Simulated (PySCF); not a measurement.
PySCF 2.14 output of an unrestricted PBE calculation on a single atom or ion in x2c-QZVPPall (7s4p2d1f, 36 functions), with scalar relativity by spin-free X2C-1e:

```
SCF conv_tol = 1e-09
number electrons alpha = 2  beta = 1
    J. P. Perdew, K. Burke, and M. Ernzerhof.,  Phys. Rev. Lett. 77, 3865 (1996)
    J. P. Perdew, K. Burke, and M. Ernzerhof.,  Phys. Rev. Lett. 78, 1396 (1997)
    J. P. Perdew, K. Burke, and M. Ernzerhof.,  Phys. Rev. Lett. 77, 3865 (1996)
    J. P. Perdew, K. Burke, and M. Ernzerhof.,  Phys. Rev. Lett. 78, 1396 (1997)
cycle= 1 E= -14.1750734446097  delta_E= -0.00209  |g|= 0.0072  |ddm|= 0.0504
cycle= 2 E= -14.1750799143811  delta_E= -6.47e-06  |g|= 0.00101  |ddm|= 0.00321
cycle= 3 E= -14.175080040992  delta_E= -1.27e-07  |g|= 5.94e-05  |ddm|= 0.000244
cycle= 4 E= -14.1750800423448  delta_E= -1.35e-09  |g|= 3.45e-06  |ddm|= 3.56e-05
cycle= 5 E= -14.1750800423496  delta_E= -4.85e-12  |g|= 1.24e-07  |ddm|= 3.18e-06
converged SCF energy = -14.1750800423496  <S^2> = 0.75001242  2S+1 = 2.0000124
```

The run itself started from symmetry-adapted Hartree-Fock orbitals and held the occupation by maximum overlap, on a logarithmic radial grid, so the iterations belong to that start.

Task: Which element, charge and spin multiplicity is this?

Result: Be⁺ (beryllium, charge +1), multiplicity 2; the state was [He] 2p1, 2P determinant (an excited configuration).
